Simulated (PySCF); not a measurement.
## Radial density of Ni⁺ (nickel, charge +1)

UHF, [Ar] 3d9, 2D determinant. Calculation: PySCF 2.14, in x2c-TZVPall; the spin-free X2C one-electron Hamiltonian (Gaussian nucleus).

| r (bohr) | 4πr²ρ (e/bohr) | 4πr²(ρα − ρβ) |
| --- | --- | --- |
| 0.000899 | 0.2184 | 0.0000 |
| 0.00151 | 0.5498 | 0.0000 |
| 0.00254 | 1.372 | 0.0000 |
| 0.00428 | 3.312 | 0.0000 |
| 0.00719 | 7.510 | 0.0000 |
| 0.0121 | 15.34 | 0.0000 |
| 0.0203 | 26.34 | 0.0001 |
| 0.0342 | 33.89 | 0.0003 |
| 0.0576 | 29.98 | 0.0016 |
| 0.0968 | 27.80 | 0.0102 |
| 0.163 | 38.25 | 0.0679 |
| 0.274 | 25.04 | 0.3360 |
| 0.461 | 17.05 | 0.8889 |
| 0.775 | 18.74 | 0.9801 |
| 1.30 | 5.984 | 0.4086 |
| 2.19 | 0.8787 | 0.0487 |
| 3.69 | 0.05398 | -0.0010 |
| 6.20 | 0.0005527 | -0.0001 |

Densities and radii are taken from the X2C orbitals without a picture-change correction, which distorts them close to the nucleus.
